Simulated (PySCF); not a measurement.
Predicted microwave data (PBE0/pcSseg-1 in PySCF (dipole) on a GFN2-xTB geometry, gas phase) for one isomer of C7H16Si:

```
Rotational constants : A = 2524, B = 1018, C = 965.5 MHz
Dipole components    : |μa| = 0.73 D, |μb| = 0.24 D, |μc| = 0.37 D
Inertial defect      : -173.41 u·Å²
κ                    : -0.93
```

Problem. Which candidate fits, each taken in the one conformer that was computed?
A. `[CH3:1][CH:2]([CH3:3])[C@@H:4]([CH3:5])[C@@H:6]1[CH2:7][SiH2:8]1` with C1–C2–C4–C5 -52°, C2–C4–C6–C7 156°
B. `[CH3:1][CH:2]([CH3:3])[Si@@:4]1([CH3:5])[CH2:6][C@@H:7]1[CH3:8]` with C1–C2–Si4–C5 -49°
C. `[CH3:1]/[CH:2]=[CH:3]/[SiH2:4][C:5]([CH3:6])([CH3:7])[CH3:8]` with C2–C3–Si4–C5 -97°
D. `[CH3:1][C@@H:2]1[CH2:3][CH2:4][CH2:5][SiH2:6][C@@H:7]1[CH3:8]` with C1–C2–C3–C4 -59°, C2–C3–C4–C5 -68°, C3–C4–C5–Si6 55°, C4–C5–Si6–C7 -43°
E. `[CH3:1][C:2]([CH3:3])([CH3:4])[C@H:5]1[CH2:6][CH2:7][SiH2:8]1` with C2–C5–C6–C7 143°, C5–C6–C7–Si8 -14°, C6–C7–Si8–C5 11°, C2–C5–Si8–C7 -137°
F. `[CH3:1][CH2:2][CH2:3][SiH:4]1[CH2:5][CH2:6][CH2:7][CH2:8]1` with C1–C2–C3–Si4 -179°, C2–C3–Si4–C5 173°, C3–Si4–C5–C6 -104°, Si4–C5–C6–C7 -38°, C5–C6–C7–C8 52°, C6–C7–C8–Si4 -39°

Solution. B. It is CC(C)[Si@@]1(C)C[C@@H]1C, a near-prolate asymmetric top, point group C1. The candidates at the same level (rigid rotor, commonest isotopes):

```tsv
SMILES	A (MHz)	B (MHz)	C (MHz)	μa (D)	μb (D)	μc (D)	Δ (u·Å²)	point group	rotor
CC(C)[C@@H](C)[C@@H]1C[SiH2]1	2582	1009	895.1	0.07	0.05	0.02	-131.85	C1	asymmetric top
CCC[SiH]1CCCC1	3694	800.9	743.6	0.19	0.00	0.37	-88.20	C1	near-prolate asymmetric top
C/C=C/[SiH2]C(C)(C)C	3010	823.3	781.4	0.71	0.76	0.03	-134.94	C1	near-prolate asymmetric top
CC(C)(C)[C@H]1CC[SiH2]1	2629	1226	1055	0.18	0.23	0.08	-125.36	C1	asymmetric top
C[C@@H]1CCC[SiH2][C@@H]1C	2056	1662	1134	0.13	0.57	0.30	-104.24	C1	asymmetric top
CC(C)[Si@@]1(C)C[C@@H]1C	2524	1018	965.5	0.73	0.24	0.37	-173.41	C1	near-prolate asymmetric top
```

`CC(C)(C)[C@H]1CC[SiH2]1` has B 20 % too high; `CC(C)[C@@H](C)[C@@H]1C[SiH2]1` has C 7 % too low; `C[C@@H]1CCC[SiH2][C@@H]1C` has B 63 % too high; `CCC[SiH]1CCCC1` has A 46 % too high; `C/C=C/[SiH2]C(C)(C)C` has A 19 % too high. No structure here is proved a minimum.
